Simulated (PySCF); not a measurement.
Molecule: SMILES N#Cc1ccco1, C5H3NO.

Geometry:
```csv
atom,x (Å),y (Å),z (Å)
N1,3.434,-0.416,-0.017
C2,2.284,-0.278,0.038
C3,0.883,-0.077,0.098
C4,0.118,1.054,-0.030
C5,-1.231,0.628,0.122
C6,-1.175,-0.722,0.329
O7,0.093,-1.155,0.316
H8,0.488,2.060,-0.210
H9,-2.126,1.242,0.083
H10,-1.937,-1.480,0.495
```

Geometry PBE0-D3(BJ)/def2-SVP throughout; GIAO in PySCF 2.14.0 with density-fitted response routines, gas phase, one conformer, non-relativistic; equivalent atoms averaged; basis pcSseg-2.

For orientation, BLYP gives these shifts δ (against NH3, TMS, H2O at the same level): N1 326.0, C6 152.1, C3 134.4, C4 129.0, C2 117.0, O7 321.0, H10 7.47, H8 7.04, H9 6.58 ppm.

A run gave: N1 329.1, C6 158.8, C3 140.0, C4 135.4, C2 119.8, O7 313.3, H10 7.61, H8 7.26, H9 6.70 ppm (shifts δ (against NH3, TMS, H2O at the same level)).

Which functional was used in that run?
A. B3LYP
B. CAM-B3LYP
C. wB97X-D
D. KT2

Results:

B. C6 tells them apart best: CAM-B3LYP gives 158.8, wB97X-D gives 156.8, B3LYP gives 155.1, KT2 gives 144.4 ppm.
